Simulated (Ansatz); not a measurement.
Task: Name a neutral molecule of C, N, Si and H with HOMO energy (B3LYP/def2-TZVPP) between -7.00 and -6.70 eV and HOMO–LUMO gap (PBE0/def2-TZVPP) between 6.25 and 6.55 eV (Ansatz, PBE0-D4/def2-TZVP geometry).

Result: `CC(=N)[SiH3]` (-6.97 eV, 6.49 eV); `N=C[SiH2]N` (-6.89 eV, 6.34 eV); `CN1[SiH2][SiH2]1` (-6.78 eV, 6.52 eV). Other molecules can fit too; these were computed, each in one conformer that needn't be the lowest.

B3LYP here is the variant with VWN-RPA as its local correlation; programs differ in this.
